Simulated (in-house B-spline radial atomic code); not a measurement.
Configurations of the samarium ion Sm⁺, with energies counted from [Xe] (4f5/2)6 6s1. Level of theory: Dirac-Hartree-Fock, average of each configuration as written, Fermi nucleus of rms radius 5.0819 fm; calculated with a radial B-spline atomic code at the basis-set limit. Energies include first-order Breit, QED and recoil terms.

Occupations are held fixed; configurations that lie above the ionisation limit could autoionise.

| configuration | E - E(ref) (eV) | highest orbital | its <r> (bohr) |
| --- | --- | --- | --- |
| [Xe] (4f5/2)4 (4f7/2)2 6s1 | 4.3133 | 6s1/2 | 4.141 |
| [Xe] (4f7/2)6 (7p3/2)1 | 10.834 | 7p3/2 | 10.25 |
| [Xe] (4f5/2)1 (4f7/2)6 | 11.721 | 4f5/2 | 1.095 |
| [Xe] (4f5/2)3 (4f7/2)3 (6g9/2)1 | 14.154 | 6g9/2 | 21.99 |
| [Xe] (4f5/2)4 (4f7/2)1 6s1 (10p1/2)1 | 14.234 | 10p1/2 | 32.64 |
| [Kr] 4d10 (4f5/2)6 5s2 (5p1/2)2 (5p3/2)3 6s1 (10f7/2)1 | 31.428 | 10f7/2 | 58.68 |
| [Kr] 4d10 (4f5/2)4 (4f7/2)2 5s2 (5p1/2)1 (5p3/2)4 6s1 (7p3/2)1 | 36.613 | 7p3/2 | 9.767 |

(1) Order these further configurations by energy, lowest first.
A. [Xe] (4f5/2)2 (4f7/2)4 6s1
B. [Xe] (4f5/2)6 (9f7/2)1
C. [Xe] (4f5/2)4 (4f7/2)1 6s1 (6g9/2)1
D. [Xe] (4f7/2)6 6s1
E. [Kr] (4d3/2)3 (4d5/2)6 (4f5/2)2 (4f7/2)4 5s2 5p6 6s1 (7d5/2)1

(2) How far above the reference does [Kr] (4d3/2)3 (4d5/2)6 (4f5/2)6 5s2 5p6 6s1 (7g9/2)1 lie?

(3) How far above the reference does [Xe] (4f5/2)3 (4f7/2)2 6s1 (9d3/2)1 lie?

Answers

(1) D (4.4547 eV), A (5.8042 eV), B (9.5454 eV), C (13.957 eV), E (150.88 eV).

(2) 152.92 eV; its least bound orbital is 7g9/2 with <r> = 31.67 bohr.

(3) 15.698 eV; its least bound orbital is 9d3/2 with <r> = 30.17 bohr.
